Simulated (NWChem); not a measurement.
Total energies of CNO

```xyz
3

O      0.0000     0.0000     1.1395
C      0.0000     0.0000    -0.0409
N      0.0000     0.0000    -1.2673
```
Charge 0, spin multiplicity 2.

All runs are NWChem calculations. All single points use one geometry, from UB3LYP/def2-SVP, a minimum by its harmonic frequencies.

Basis set: cc-pVQZ (165 functions).

```json
[
 {"method": "UHF", "total energy (Ha)": "-167.20178", "relative cost": "1"},
 {"method": "UMP2", "total energy (Ha)": "-167.76112", "relative cost": "under 3"},
 {"method": "UB2PLYP", "total energy (Ha)": "-167.97400", "relative cost": "3"},
 {"method": "UPBE", "total energy (Ha)": "-167.90180", "relative cost": "under 3"},
 {"method": "UB3LYP", "total energy (Ha)": "-168.08056", "relative cost": "under 3"},
 {"method": "Ur2SCAN", "total energy (Ha)": "-167.99627", "relative cost": "under 3"}
]
```

Total energies of different functionals aren't comparable as a measure of quality: only differences taken within one method are. Relative cost: rough, from shared machines, SCF included, UHF = 1.

The correlated methods keep 3 core orbitals frozen. B3LYP has NWChem's definition, with VWN1-RPA local correlation. The structure started from a generated list of species. The unpaired electrons of the parent sit in orbitals of symmetry b2 (C2v labels of the run); other states weren't searched. No SCF solution was tested for a lower state. Open-shell Hartree-Fock references start from PBE0 orbitals; any time given for them includes that run.
